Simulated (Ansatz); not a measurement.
`F[Si]N([SiH3])[SiH3]` + HCl → `[SiH3]N([SiH3])[Si]Cl` + H–F at 600 K and 1 bar (ligand exchange at the Si–F bond).

Program: Ansatz. Geometries: PBE0-D4/def2-TZVP. ΔE: electronic, gas phase. CCSD(T)/CBS adds triple-zeta CCSD(T) − MP2 to the extrapolated MP2 energy (def2 sets, frozen cores). This one scheme is used for every species. One conformer a species, not always the lowest.

| species | CCSD(T)/CBS energy (Eh) | H − E (kJ/mol) | S (J/(mol·K)) |
| --- | --- | --- | --- |
| `F[Si]N([SiH3])[SiH3]` | -1025.44155 | 228.8 | 481.6 |
| HCl | -460.38127 | 35.4 | 207.2 |
| `[SiH3]N([SiH3])[Si]Cl` | -1385.41346 | 227.8 | 490.0 |
| H–F | -100.39570 | 42.3 | 194.0 |

H − E and S are ideal-gas, rigid-rotor, harmonic terms from PBE0-D4/def2-TZVP, for one conformer and one mirror image of each species. 1 Eh = 2625.50 kJ/mol, R = 8.31446 J/(mol·K).

Q: By hand: ΔE, ΔH, ΔS and ΔG.

A: ΔE = (-1385.41346) + (-100.39570) − (-1025.44155) − (-460.38127) = 0.01366 Eh = 35.9 kJ/mol. Δ(H − E) = 227.8 + 42.3 − 228.8 − 35.4 = 5.9, so ΔH = 41.8 kJ/mol. ΔS = 490.0 + 194.0 − 481.6 − 207.2 = -4.8 J/(mol·K). ΔG = 41.8 − 600 × (-4.8)/1000 = 44.7 kJ/mol.

Q: By hand: the equilibrium constant, and the temperature at which ΔG would vanish if ΔH and ΔS stayed fixed.

A: log₁₀ K = −ΔG/(RT ln 10) = -3.9. ΔH and −TΔS have one sign here, so there is no such temperature.

The number of gas molecules stays the same, so ΔS is small and ΔH decides. A doubt of 5 kJ/mol in ΔE shifts log₁₀ K by 0.4 here. Other conformers and mirror images would add mixing entropy, several J/(mol·K) or more a flexible species. These are equilibria of isolated gas molecules and say nothing of rates. Largest T1 diagnostic: 0.014 (customary marks: 0.02 for closed shells, 0.045 for open ones).

ΔS is within the doubt of such terms, so its sign, and with it that verdict, could turn.
